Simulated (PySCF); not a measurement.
Bonds broken one at a time in the series Ga F-H. All species are isolated molecules in the gas phase. Strings in code marks are SMILES.

The numbers are results of PBE-D3(BJ)/def2-TZVP // B3LYP-D3(BJ)/def2-TZVP run with PySCF, not measurements. 

```tsv
species	dipole moment (D)
whole molecule (`[F][Ga]([F])[F]`)	0.00
radical fragment (`[F][Ga][F]`)	2.22
whole molecule (`[F][GaH][F]`)	2.43
radical fragment (`[F][GaH]`)	2.09
whole molecule (`[F][GaH2]`)	2.13
radical fragment (`[GaH2]`)	0.24
```
